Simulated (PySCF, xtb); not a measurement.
Te(OH)(GeH3) (GeH4OTe), SMILES O[Te][GeH3].

GFN2-xTB in xtb at its own geometry gives an orbital gap of 3.54 eV and a dipole moment of 1.87 D.

Coordinates come from a PBE0-D3(BJ)/def2-SVP optimisation. This is a generated structure with no PubChem entry under its InChIKey; it may be hypothetical. The def2 effective core potentials stand for the cores of Te; spin–orbit coupling is left out. One conformer was computed; it need not be the lowest.

Problem. What does PBE/def2-TZVPD in PySCF give? (An estimate is asked for; the answer gives what the named calculation found.)

Solution. gap 2.42 eV (levels -5.36 and -2.93 eV), dipole 1.49 D.
